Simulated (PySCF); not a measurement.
Molecule: `InChI=1S/C3H10Si2/c1-5-3-2-4/h2-3H,5H2,1,4H3/b3-2+`.

Atoms are numbered as in `[CH3:1][SiH2:2]/[CH:3]=[CH:4]/[SiH3:5]`. Hydrogens are named by the atom that carries them.

Geometry PBE0-D3(BJ)/def2-SVP throughout; GIAO in PySCF 2.14.0 with density-fitted response routines, gas phase, one conformer, non-relativistic; equivalent atoms averaged; functional PBE0.

(1) How do the shifts δ (against TMS at the same level) depend on the basis set? (a selection of nuclei; ppm; last column core-seconds on shared hosts with different chips, so compare them loosely)

(2) Which nucleus among those listed moves most, in ppm?

(3) Taking the largest basis, cc-pVTZ (298 functions), as the yardstick, rank the others by their worst heavy-atom deviation.

Answers

(1) 
```
    basis set  functions     C4     C1    Si2    Si5  H(C3)  H(C4)  H(Si5)  H(Si2)  H(C1)  core-s
       STO-3G         43  117.4   -3.2  -47.3  -65.6   5.97   5.73    2.05    2.04   0.18     5.4
        6-31G         73  137.2   -9.0  -30.0  -40.3   7.32   6.84    4.10    4.18   0.31     9.7
     pcSseg-0         73  149.2  -11.0  -69.9  -97.1   6.84   6.43    4.44    4.69   0.19     6.8
       6-31G*         98  137.0   -8.5  -27.5  -34.8   7.12   6.58    4.40    4.55   0.21      12
     def2-SVP        128  142.3   -9.0  -49.5  -63.9   7.11   6.63    4.22    4.39   0.21      16
      cc-pVDZ        128  142.8   -8.7  -45.0  -58.1   7.26   6.80    4.19    4.34   0.27      14
     pcSseg-1        149  151.2  -10.3  -47.8  -64.6   7.26   6.76    4.22    4.35   0.30      19
6-311+G(2d,p)        211  149.0   -9.8  -47.9  -64.9   7.41   6.96    4.48    4.63   0.26      34
  aug-cc-pVDZ        213  142.6   -9.5  -45.8  -61.6   7.46   7.05    4.35    4.50   0.32      31
    def2-TZVP        227  150.8  -10.0  -48.5  -66.2   7.45   6.95    4.48    4.61   0.24      38
     IGLO-III        293  154.5  -10.1  -50.1  -67.9   7.41   6.92    4.38    4.52   0.27      48
      cc-pVTZ        298  149.4   -9.9  -43.6  -58.4   7.42   6.93    4.26    4.39   0.27      52
```

(2) Si5 (silicon bonded to C, 3 H): from -97.1 ppm with pcSseg-0 to -34.8 ppm with 6-31G*. The smallest spread is 0.14 ppm, at H(C1). Proton shifts span only some 12 ppm, so a few tenths of a ppm matter as much there as several ppm in carbon.

(3) pcSseg-1 6.2 ppm (149 functions), 6-311+G(2d,p) 6.5 ppm (211 functions), cc-pVDZ 6.6 ppm (128 functions), aug-cc-pVDZ 6.9 ppm (213 functions), def2-SVP 7.1 ppm (128 functions), def2-TZVP 7.8 ppm (227 functions), IGLO-III 9.5 ppm (293 functions), 6-31G 18.1 ppm (73 functions), 6-31G* 23.6 ppm (98 functions), STO-3G 32.0 ppm (43 functions), pcSseg-0 38.7 ppm (73 functions).

A small basis that lands close on one nucleus may do so by chance; judge by the trend and by all nuclei.
